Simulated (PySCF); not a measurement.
# Vertical excitation energies

C₄H₁₀OP₂.
SMILES: `C=C[P@](C)(=O)CP`

Computed, not measured: PySCF 2.14.0, density-fitted response routines, TDDFT CAM-B3LYP/def2-SVPD, vertical, gas phase, core orbitals frozen in the response. Isolated species at its GFN2-xTB geometry (one conformer only). Torsions of this conformer, `[CH2:1]=[CH:2][P@:3]([CH3:4])(=[O:5])[CH2:6][PH2:7]`: C1–C2–P3–C4 121°, C2–P3–C6–P7 71°, H–P7–C6–P3 -47°, H–P7–C6–P3 45°.

Problem. Predict the UV-vis stick spectrum at this level.

Solution. 

```json
{"state": "S1", "E (eV)": "6.14", "ν̃ (cm⁻¹)": "49490", "f": "0.0043", "main configurations (H = HOMO, L = LUMO)": "H→L (59%), H-2→L (22%), H-1→L (12%)"}
{"state": "S2", "E (eV)": "6.36", "ν̃ (cm⁻¹)": "51280", "f": "0.0009", "main configurations (H = HOMO, L = LUMO)": "H-1→L (59%), H→L (20%)"}
{"state": "S3", "E (eV)": "6.67", "ν̃ (cm⁻¹)": "53780", "f": "0.040", "main configurations (H = HOMO, L = LUMO)": "H→L+1 (42%), H-2→L (21%), H-1→L (17%)"}
{"state": "S4", "E (eV)": "6.98", "ν̃ (cm⁻¹)": "56270", "f": "0.019", "main configurations (H = HOMO, L = LUMO)": "H-2→L (44%), H→L+1 (21%), H→L (17%)"}
{"state": "S5", "E (eV)": "7.20", "ν̃ (cm⁻¹)": "58070", "f": "0.126", "main configurations (H = HOMO, L = LUMO)": "H→L+2 (44%), H→L+6 (19%), H→L+5 (14%)"}
{"state": "S6", "E (eV)": "7.36", "ν̃ (cm⁻¹)": "59320", "f": "0.040", "main configurations (H = HOMO, L = LUMO)": "H→L+5 (49%), H→L+6 (24%)"}
{"state": "S7", "E (eV)": "7.42", "ν̃ (cm⁻¹)": "59820", "f": "0.410", "main configurations (H = HOMO, L = LUMO)": "H-3→L (89%)"}
{"state": "S8", "E (eV)": "7.46", "ν̃ (cm⁻¹)": "60200", "f": "0.071", "main configurations (H = HOMO, L = LUMO)": "H-1→L+1 (73%)"}
```

Triplets (Tamm–Dancoff): T1 4.40 eV, H-3→L (89%); T2 5.57 eV, H→L+1 (23%), H→L (20%), H→L+4 (9%); T3 5.89 eV, H→L+5 (22%), H→L+6 (20%), H→L (13%).

The lowest singlet lies at 6.14 eV (202 nm, ultraviolet) and is very weak; its leading configuration is HOMO→LUMO (59%). The strongest level in the table is S7 at 7.42 eV (167 nm, f = 0.410). Löwdin shares by element: HOMO phosphorus 60%, carbon 14% or more, hydrogen 7% or more (atoms not listed hold the other 19%); LUMO carbon 65% or more, hydrogen 6% or more, phosphorus 6% or more (atoms not listed hold the other 24%). Of the 8 states listed, 6 reach f = 0.01 and none stays under 0.0005. The oscillator strengths of these states sum to 0.711; summed over the whole spectrum of an exact calculation they would give the number of electrons, 72 (Thomas–Reiche–Kuhn). Orbital energies (eV): HOMO-3 -9.81, HOMO-2 -9.47, HOMO-1 -9.24, HOMO -8.56, LUMO 0.36, LUMO+1 0.96, LUMO+2 1.64. No computed singlet lies in the visible range (380 to 750 nm); the lowest, at 202 nm, stands 2.87 eV above its violet end (3.26 eV). Only the lowest 8 singlets were computed, as vertical energies without vibronic structure.

The run took about 1.9 min of CPU time (one thread, shared machine).
